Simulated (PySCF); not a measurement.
PySCF input for Cl₄Te, SMILES [Te+](Cl)(Cl)(Cl)Cl, charge +1, multiplicity 2, IEF-PCM-B3LYP/def2-SVP. Geometry optimised at B3LYP-D3(BJ)/def2-SVP. The def2 effective core potentials stand for the cores of Te; spin–orbit coupling is left out.

```python
import numpy as np
from pyscf import gto, scf, dft
from pyscf.solvent import pcm

mol = gto.M(
    atom='''
    Te   -0.00000000    0.00000000   -0.20829394
    Cl    0.00000000   -2.30457618   -0.95038071
    Cl   -0.00000001    2.30457618   -0.95038071
    Cl   -1.79281587   -0.00000001    1.26894792
    Cl    1.79281589    0.00000001    1.26894790
    ''',
    basis='def2-SVP',
    ecp={'Te': 'def2-svp'},
    charge=1,
    spin=1,
    max_memory=1600,
    verbose=3,
)
mf = dft.UKS(mol, xc='b3lyp').density_fit(auxbasis='def2-universal-jkfit')
mf.grids.level = 3
mf.conv_tol = 1e-9
mf.max_cycle = 100
mf.kernel()
fine, coarse = mf.grids, dft.Grids(mol).set(level=1).build(with_non0tab=True)
for _ in range(3):  # follow internal instabilities
    mf.grids = coarse
    mo, _, stable, _ = mf.stability(return_status=True, nroots=4)
    mf.grids = fine
    if stable:
        break
    mf.kernel(mf.make_rdm1(mo, mf.mo_occ))
res = {}
for name, eps in {'water': 78.355, 'tetrahydrofuran': 7.4257, 'acetone': 20.493}.items():
    s = mf.PCM()
    s.with_solvent.method, s.with_solvent.eps, s.with_solvent.lebedev_order = 'IEF-PCM', eps, 29
    s.kernel(mf.make_rdm1())
    res[name] = (s.e_tot, eps, s.dip_moment(), s.mo_energy, s.converged)
    print(f'{name}: electrostatic solvation free energy {(s.e_tot - mf.e_tot) * 627.509474:.3f} kcal/mol')
```

Program output:

```

WARN: HOMO -0.703591327620652 >= LUMO -0.703591327620651

converged SCF energy = -2108.05524948163  <S^2> = 0.76099866  2S+1 = 2.0109686
<class 'pyscf.df.df_jk.DFUKS'> wavefunction is stable in the internal stability analysis

WARN: PCM is an experimental feature. It is still in testing.
Features and APIs may be changed in the future.

converged SCF energy = -2108.14373441894  <S^2> = 0.76050583  2S+1 = 2.0104784

WARN: System has nonzero charge 1; the dipole moment is origin-dependent.
Location of origin: [0. 0. 0.]

Dipole moment(X, Y, Z, Debye): -0.00000,  0.00000, -0.72318
water: electrostatic solvation free energy -55.525 kcal/mol

WARN: PCM is an experimental feature. It is still in testing.
Features and APIs may be changed in the future.

converged SCF energy = -2108.13205703632  <S^2> = 0.76059918  2S+1 = 2.0105712

WARN: System has nonzero charge 1; the dipole moment is origin-dependent.
Location of origin: [0. 0. 0.]

Dipole moment(X, Y, Z, Debye): -0.00000,  0.00000, -0.65885
tetrahydrofuran: electrostatic solvation free energy -48.197 kcal/mol

WARN: PCM is an experimental feature. It is still in testing.
Features and APIs may be changed in the future.

converged SCF energy = -2108.14024710281  <S^2> = 0.76053498  2S+1 = 2.0105074

WARN: System has nonzero charge 1; the dipole moment is origin-dependent.
Location of origin: [0. 0. 0.]

Dipole moment(X, Y, Z, Debye): -0.00000,  0.00000, -0.70289
acetone: electrostatic solvation free energy -53.337 kcal/mol
```

The calculation finished and met its thresholds.

Cost: about 90 core-seconds (a rough figure).
